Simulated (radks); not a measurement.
Results of a calculation; reference values are marked as such.
Q: Coherent X-ray form factor from a spherical all-electron density. Code: a radial shooting solver on a logarithmic mesh with Libxc functionals. Model: Dirac Kohn-Sham, PBE, spin-unpolarised, spherical densities, point nucleus.

| sin(theta)/lambda (1/angstrom) | f0 (electrons) |
|---|---|
| 0.05 | 32.773 |
| 0.1 | 32.114 |
| 0.15 | 31.089 |
| 0.2 | 29.792 |
| 0.25 | 28.328 |
| 0.3 | 26.791 |
| 0.4 | 23.787 |
| 0.5 | 21.111 |
| 0.6 | 18.798 |
| 0.8 | 14.943 |
| 1 | 11.834 |
| 1.25 | 9.007 |
| 1.5 | 7.259 |
| 2 | 5.567 |

The species is in the configuration that NIST lists as its ground one. Which atom or ion scatters so?

A: The zirconium ion Zr7+, [Ar] 3d10 4s2 4p3. Extrapolating in s^2 from the first two rows gives f0(0) = 33.0, near the electron count 33; among species with that count, the fall with angle is slower the higher Z, and the table is that of Z = 40; from so few rows the species is fixed only to a neighbour or two.
